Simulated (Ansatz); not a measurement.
Input file for C₃H₈BClOS (`CC(C)OB(S)Cl`):

```yaml
crystal:
  periodic: [false, false, false]
  atoms:
    - {symbol: C, position_ang: [-0.271338, 0.189830, -1.603980]}
    - {symbol: C, position_ang: [0.304662, -0.381634, -0.327929]}
    - {symbol: C, position_ang: [-0.095863, -1.818110, -0.088170]}
    - {symbol: O, position_ang: [-0.179176, 0.384568, 0.785715]}
    - {symbol: B, position_ang: [0.421713, 1.462519, 1.301288]}
    - {symbol: S, position_ang: [-0.311967, 2.361957, 2.685869]}
    - {symbol: Cl, position_ang: [1.963926, 2.090644, 0.687389]}
    - {symbol: H, position_ang: [0.041368, 1.226473, -1.741287]}
    - {symbol: H, position_ang: [-1.362963, 0.153951, -1.577299]}
    - {symbol: H, position_ang: [0.072995, -0.387560, -2.464676]}
    - {symbol: H, position_ang: [1.395724, -0.300444, -0.350696]}
    - {symbol: H, position_ang: [-1.183602, -1.908776, -0.043421]}
    - {symbol: H, position_ang: [0.320905, -2.184937, 0.851182]}
    - {symbol: H, position_ang: [0.270902, -2.450781, -0.898996]}
    - {symbol: H, position_ang: [-1.387295, 1.562300, 2.785003]}
basis:
  gaussian: {orbitals: def2-TZVPP}
correlation: {method: ccsd_t}
```

```sh
$ ansatz run in.yaml --threads 2 --pin off --events-out ev --progress --plain --max-ram 32768MiB --backend cuda --devices 0, --max-vram 18GiB
```

Output of Ansatz, abridged:

```
Functional definition: HF
2072 factors; integrals over basis functions are off by at most 1.1e-3 eV
mean field evaluation 1: about -29249.4357 eV, gradient 4.2e1 eV
mean field evaluation 2: about -29249.7931 eV, gradient 4.2e1 eV
mean field evaluation 4: about -29254.3895 eV, gradient 5.7e0 eV
mean field evaluation 8: about -29254.4877 eV, gradient 3.6e-1 eV
mean field evaluation 16: about -29254.4886 eV, gradient 1.3e-6 eV
mean field -29254.48860850 eV, -1075.0826269579 hartree, gradient 1.3e-6 eV, S^2 0.000000; 0 other end points of the search recorded, 0 dependent functions left out
15 core orbitals not correlated: weight in the atoms' cores, before any rotation towards them, 1.000 or more for the frozen orbitals, at most 0.000 for the correlated occupied ones
reference -29254.48860850 eV, -1075.0826269579 hartree; 21, 21 occupied and 315, 315 virtual orbitals, 2072 factors
second order -33.23116415 eV of doubles, -0.00000000 eV of singles
cycle   1  -34.12936375 eV  change   -9.0e-1 eV  update   1.2e-1
cycle   2  -34.90797118 eV  change   -7.8e-1 eV  update   3.5e-2
cycle   3  -35.08126709 eV  change   -1.7e-1 eV  update   1.9e-2
cycle   4  -35.06951107 eV  change    1.2e-2 eV  update   4.5e-3
cycle   5  -35.06684715 eV  change    2.7e-3 eV  update   2.1e-3
cycle   6  -35.06736815 eV  change   -5.2e-4 eV  update   6.4e-4
cycle   7  -35.06696764 eV  change    4.0e-4 eV  update   2.4e-4
cycle   8  -35.06695901 eV  change    8.6e-6 eV  update   6.6e-5
cycle   9  -35.06698403 eV  change   -2.5e-5 eV  update   2.6e-5
perturbative correction -1.49280513 eV, -0.0548595768 hartree
Total energy: -29291.04839766 eV, -1076.4261744285 hartree
```

Hardware: 2 threads of an AMD EPYC 7R13 on a shared host and a share of an NVIDIA H100 80 GB. Wall time 18 s, peak host memory 0.82 GiB.

Correlation energy per correlated electron: -0.870 eV. T1 diagnostic: 0.0117.
